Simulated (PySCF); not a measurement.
First SCF of a structure search on triplet H₂MoO, at a hand-made T-shaped (ligand arrangement 2) geometry. PySCF input:

```python
from pyscf import gto, scf, dft
mol = gto.M(atom='''
Mo     0.000000     0.000000     0.000000
O      0.000000     0.000000     1.780000
H      1.699000     0.000000     0.059300
H     -1.699000     0.000000     0.059300''',
    basis={'Mo': 'def2-TZVP', 'O': 'def2-TZVP', 'H': 'def2-TZVP'},
    ecp={'Mo': 'def2-TZVP'},
    charge=0, spin=2)
mf = dft.UKS(mol, xc='PBE0')
mf.grids.atom_grid = (50, 194)
aux = {'Mo': 'def2-universal-JKFIT', 'O': 'def2-universal-JKFIT', 'H': 'def2-universal-JKFIT'}
mf = mf.density_fit(auxbasis=aux)
mf.conv_tol = 1e-08
mf.diis_space = 10
mf.max_cycle = 60
mf.init_guess = 'minao'
mf.verbose = 4
mf.kernel()
```

Excerpt of the output (cycles alone):

```
init E= -137.84080516786
cycle= 1 E= -144.138997414672  delta_E= -6.3  |g|= 0.743  |ddm|= 2.62
cycle= 2 E= -138.513149438991  delta_E= 5.63  |g|= 3.02  |ddm|= 1.95
cycle= 3 E= -144.401737577651  delta_E= -5.89  |g|= 0.299  |ddm|= 1.58
cycle= 4 E= -144.433781403938  delta_E= -0.032  |g|= 0.163  |ddm|= 0.457
cycle= 5 E= -144.446843453447  delta_E= -0.0131  |g|= 0.0675  |ddm|= 0.164
cycle= 6 E= -144.448784540587  delta_E= -0.00194  |g|= 0.0384  |ddm|= 0.0451
cycle= 7 E= -144.449813005646  delta_E= -0.00103  |g|= 0.0161  |ddm|= 0.0431
cycle= 8 E= -144.450052592464  delta_E= -0.00024  |g|= 0.00938  |ddm|= 0.022
cycle= 9 E= -144.450146646215  delta_E= -9.41e-05  |g|= 0.00318  |ddm|= 0.0151
cycle= 10 E= -144.450169703379  delta_E= -2.31e-05  |g|= 0.00172  |ddm|= 0.0107
cycle= 11 E= -144.450173687044  delta_E= -3.98e-06  |g|= 0.000674  |ddm|= 0.00464
cycle= 12 E= -144.450174802281  delta_E= -1.12e-06  |g|= 0.000208  |ddm|= 0.00283
cycle= 13 E= -144.450174921505  delta_E= -1.19e-07  |g|= 7.71e-05  |ddm|= 0.00084
cycle= 14 E= -144.450174955049  delta_E= -3.35e-08  |g|= 9.02e-05  |ddm|= 0.000481
cycle= 15 E= -144.450174966171  delta_E= -1.11e-08  |g|= 1.71e-05  |ddm|= 0.000379
cycle= 16 E= -144.450174966512  delta_E= -3.41e-10  |g|= 3.76e-06  |ddm|= 5.18e-05
Extra cycle  E= -144.45017496654  delta_E= -2.81e-11  |g|= 3.8e-06  |ddm|= 7.67e-06
converged SCF energy = -144.45017496654  <S^2> = 2.2176033  2S+1 = 3.1417214
```

No lower solution of this spin was found from smeared starts or by a stability analysis within the unrestricted form.

Open d and f shells are described by one determinant, and the ground state may have another occupation or spin.

The search for the lowest solution, 3 starts and the stability check together, took 64 s on 2 threads of a shared Intel Xeon @ 2.50GHz (Skylake/Cascade Lake) host, with 83 basis functions; the process peaked at 0.39 GiB. Launch command: `OMP_NUM_THREADS=2 python axn.py task.json out`.
